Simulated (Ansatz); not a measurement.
Cartesian coordinates (Å):
```xyz
8

S      3.4776     0.3117    -1.1367
C      2.0175     0.3561    -0.5604
C      0.8434     0.3918    -0.0969
C     -0.3967     0.4205     0.3888
C     -1.3477    -0.6369     0.1469
S     -2.8693    -0.6356     0.7245
H     -0.7423     1.2546     0.9954
H     -0.9824    -1.4624    -0.4616
```
Charge 0, spin multiplicity 1.

Level of theory: frozen-core CCSD(T)/cc-pVTZ // B3LYP-D3(BJ)/def2-TZVP (Ansatz, a quantum-chemistry and plane-wave program). The restricted HF reference is unstable towards unrestricted orbitals.

```
Item                            Value
----------------------  -------------
HF energy               -947.66390 Ha
MP2 correlation energy    -0.94812 Ha
```

Question: Estimate the CCSD correlation energy, the (T) correction, the total energy and the T1 diagnostic.

Answer: 
The CCSD correlation energy is -0.97742 Ha, the (T) correction is -0.06157 Ha and the CCSD(T) total energy is -948.70290 Ha. The T1 diagnostic is 0.018.
